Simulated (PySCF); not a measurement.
C3H3F3. Atoms are numbered in the order given.

```xyz
9

F      1.7166    -0.0671    -0.8921
C      0.9627     0.2215     0.2043
C     -0.1008     1.3190     0.0829
C     -0.4917    -0.1209     0.1916
F     -1.0103    -0.7403    -0.8876
F     -1.0692    -0.5707     1.3298
H      1.5151     0.1278     1.1566
H     -0.2610     1.9925     0.9391
H     -0.2094     1.7641    -0.9189
```

Geometry: PBE-D3(BJ)/def2-SVP. The structure was generated by enumeration; whether it is a known compound was not checked.

Method: PySCF with PBE-D3(BJ)/def2-SVP.

No scaling factor is applied to the harmonic values.

Computed harmonic wavenumbers and intensities:
```csv
mode,ν (cm⁻¹),IR (km/mol),moving atoms (share of kinetic energy)
1,179,2.5,F 90 %
2,241,2.5,"F 65 %, C 23 %, H 12 %"
3,372,1.3,"F 67 %, C 20 %, H 14 %"
4,437,2.3,"H 43 %, C 30 %, F 28 %"
5,473,8.8,"F 62 %, C 31 %"
6,595,6.3,"C 55 %, F 27 %, H 18 %"
7,724,20.8,"F 42 %, C 35 %, H 23 %"
8,814,14.0,"H 40 %, C 30 %, F 30 %"
9,852,8.7,"H 57 %, C 25 %, F 17 %"
10,969,23.0,"H 66 %, C 27 %"
11,974,27.7,"C 47 %, H 47 %"
12,1028,54.0,"C 75 %, H 17 %"
13,1078,11.5,"H 51 %, C 49 %"
14,1164,74.7,"C 42 %, H 33 %, F 26 %"
15,1241,171.7,"C 60 %, H 27 %, F 13 %"
16,1295,84.4,"C 48 %, H 43 %, F 9 %"
17,1326,2.6,"H 79 %, C 20 %"
18,1476,113.6,"C 81 %, H 14 %"
19,3070,0.7,H 95 %
20,3082,9.1,"H 92 %, C 8 %"
21,3179,1.1,"H 89 %, C 11 %"
```
